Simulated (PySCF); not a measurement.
CBr₂F₂, SMILES FC(F)(Br)Br. The structure is a stationary point at PBE-D3(BJ)/def2-SVP.

Method: PBE-D3(BJ)/def2-SVP (PySCF).

Harmonic wavenumbers (cm⁻¹): 158, 268, 312, 324, 357, 616, 767, 1091, 1176. Rotational constants (GHz): 3.157, 1.090, 0.9457; symmetry number 2.

Task: Work out the zero-point energy and the ideal-gas rigid-rotor harmonic-oscillator thermochemistry at 298.15 K and 1 atm.

Result: ZPE = ½ Σ hcν = ½ × 5069 cm⁻¹ = 7.25 kcal/mol. H − E(el) = 11.20 kcal/mol. Entropy in cal/(mol K): translation 41.93, rotation 27.60, vibration 8.73, total 78.26. G − E(el) = -12.13 kcal/mol. Cp = 18.63 cal/(mol K).
